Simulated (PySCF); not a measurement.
# Computed properties of BClH2O2, SMILES ClB(O)O

BClH₂O₂, SMILES OB(Cl)O. Geometry optimised at r2SCAN-D4/def2-SVP. One conformer was computed; it need not be the lowest. All values are computed for the isolated molecule unless a solvent is named; none is compared with measurement here.

**Structure.** The optimised structure has Cs symmetry. All 12 harmonic modes at r2SCAN-D4/def2-SVP (PySCF) are real, so it is a minimum. With heavy atoms numbered as in [B:1]([Cl:2])([OH:3])[OH:5], the shortest bond between them is B1–O3 at 1.350 Å and the longest B1–Cl2 at 1.782 Å.

**Vibrations.** The strongest infrared lines (harmonic, unscaled, degenerate partners summed) lie at 1293 cm⁻¹ (451 km/mol, B 60 %, O 22 %, H 17 %), 1496 cm⁻¹ (352 km/mol, B 72 %, O 25 %), 481 cm⁻¹ (174 km/mol, H 87 %, B 11 %). The softest mode is at 343 cm⁻¹ and the zero-point energy is 22.2 kcal/mol.

**Electronic structure.** PBE0/def2-TZVPD (PySCF) places the frontier levels at -9.19 and -0.34 eV, a gap of 8.85 eV, and gives a dipole moment of 1.95 D and a mean polarisability of 37.1 bohr³.

**Excitations.** TDA-ωB97X/def2-SVPD (PySCF) has S1 at 8.71 eV (142 nm, f = 0.061, bright); the most intense of the 10 singlets computed lies at 10.27 eV (f = 0.16). T1 (TDA) is at 8.54 eV, 0.17 eV under S1. No vertical singlet excitation falls in the visible range (under 3.1 eV).

**NMR.** GIAO shifts at HF/pcSseg-2 (PySCF) (non-relativistic, atoms alike by connectivity averaged): ¹H at 4.4 ppm against TMS; ¹¹B at 16.7 ppm against BF3. Without spin–orbit terms, shifts of atoms bonded to Cl or Br come out too high.
